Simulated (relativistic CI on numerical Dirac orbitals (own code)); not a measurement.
**Hyperfine structure of Sm XXXV, mass number 147**

Calculated at this level of theory: Dirac-Coulomb-Breit CI, KLI orbitals optimised for each configuration, a model potential for QED, unscaled Slater integrals (own radial code, finite nucleus).

Configurations in the expansion (outside the closed core [Ne]): 3s²3p⁶3d¹⁰, 3s²3p⁶3d⁹4s, 3s²3p⁶3d⁹4p, 3s²3p⁶3d⁹4d, 3s²3p⁵3d¹⁰4s, 3s²3p⁶3d⁹4f, 3s²3p⁵3d¹⁰4p, 3s²3p⁶3d⁸4s², 3s²3p⁶3d⁸4s4p, 3s²3p⁵3d¹⁰4d, 3s²3p⁶3d⁹5s, 3s3p⁶3d¹⁰4s, 3s²3p⁶3d⁸4p², 3s²3p⁶3d⁹5p, 3s²3p⁶3d⁸4s4d, 3s²3p⁵3d¹⁰4f. Levels of other configurations are missing.

Nuclear spin I = 7/2, μ = -0.809 μN, Q = -0.26 b (tables of Stone and Pyykkö). The electronic factors are computed for point nuclear moments, without core polarisation or the Bohr-Weisskopf and QED corrections.

```json
{"Level": "3s²3p⁶3d⁹4s ³D3", "E (10³ cm⁻¹)": "7522.0", "A (MHz)": "-31640", "B (MHz)": "10400"}
{"Level": "3s²3p⁶3d⁹4s ¹D2", "E (10³ cm⁻¹)": "7533.4", "A (MHz)": "22500", "B (MHz)": "8110"}
{"Level": "3s²3p⁶3d⁹4s ³D1", "E (10³ cm⁻¹)": "7744.6", "A (MHz)": "27990", "B (MHz)": "4070"}
{"Level": "3s²3p⁶3d⁹4s ³D2", "E (10³ cm⁻¹)": "7752.5", "A (MHz)": "-50010", "B (MHz)": "8360"}
{"Level": "3s²3p⁶3d⁹4p ³P°2", "E (10³ cm⁻¹)": "8081.3", "A (MHz)": "3476", "B (MHz)": "6850"}
{"Level": "3s²3p⁶3d⁹4p ³F°2", "E (10³ cm⁻¹)": "8305.0", "A (MHz)": "-21130", "B (MHz)": "7200"}
{"Level": "3s²3p⁶3d⁹4p ³F°4", "E (10³ cm⁻¹)": "8404.3", "A (MHz)": "-5468", "B (MHz)": "-5280"}
{"Level": "3s²3p⁶3d⁹4p ¹D°2", "E (10³ cm⁻¹)": "8418.2", "A (MHz)": "-5073", "B (MHz)": "15300"}
```

Levels with J = 0, under 50 % of one LS term, or S terms without an open s electron are left out. Small factors come from cancelling terms and can be off by tens of per cent or more.

At this charge energies of transitions that change n are usually good to better than 1 %, and those within a shell (Δn = 0) to a few per cent.

Question: Give the hyperfine levels of 3s²3p⁶3d⁹4s ³D3 relative to its centre of gravity.

Answer: With K = F(F + 1) − I(I + 1) − J(J + 1), E = AK/2 + B[¾K(K + 1) − I(I + 1)J(J + 1)]/[2I(2I − 1)J(2J − 1)]: F = 1/2: 432700, F = 3/2: 383400, F = 5/2: 301700, F = 7/2: 188400, F = 9/2: 44410, F = 11/2: -128800, F = 13/2: -329600 MHz.

LS names give the leading component of a level, which can be under half, so a name can repeat, a term be missing and a line seem to break the LS rules.
